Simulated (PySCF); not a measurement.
H9NO2Si3 (SMILES N[SiH2]O[SiH2]O[SiH3]), singlet, geometry from GFN2-xTB.

Input for PySCF:
```python
from pyscf import gto, scf, dft

mol = gto.Mole()
mol.atom = '''
    Si    1.50104895    0.03952880   -1.82018028
    O     1.58654163   -0.32861379   -0.25141978
    Si    0.93883110   -0.61210508    1.20896529
    O    -0.66161182   -0.45860864    1.16918815
    Si   -2.02218299    0.07836431    0.46222556
    N    -1.68708401    1.60506383   -0.25426115
    H     0.26635977   -0.49509100   -2.39848484
    H     1.51498581    1.50289888   -1.93022301
    H     2.69374184   -0.56809134   -2.40201261
    H     1.21234638   -2.00635206    1.52173941
    H     1.48728336    0.40527975    2.09292499
    H    -2.96059405    0.29763860    1.55773441
    H    -2.43706766   -0.98853034   -0.45770417
    H    -0.79999041    1.73909665   -0.71316049
    H    -2.41467403    2.09445116   -0.74728050
'''
mol.basis = 'def2-sv(p)'
mol.verbose = 4
mol.max_memory = 1800
mol.build()

mf = dft.RKS(mol)
mf.xc = 'camb3lyp'
mf = mf.density_fit(auxbasis='def2-universal-jkfit')
mf.kernel()
```

Estimate the nuclear repulsion energy that DF-CAMB3LYP/def2-SV(P) in PySCF returns for this input.

477.6386 Eh

Give the total energy at the level DF-CAMB3LYP/def2-SV(P).

-1078.750187 Ha

What number of basis functions does DF-CAMB3LYP/def2-SV(P) give?

114

Predict the HOMO energy from DF-CAMB3LYP/def2-SV(P).

-8.75 eV

What dipole moment does DF-CAMB3LYP/def2-SV(P) give?

1.95 D

What is the computed HOMO-LUMO gap (DF-CAMB3LYP/def2-SV(P))?

10.26 eV
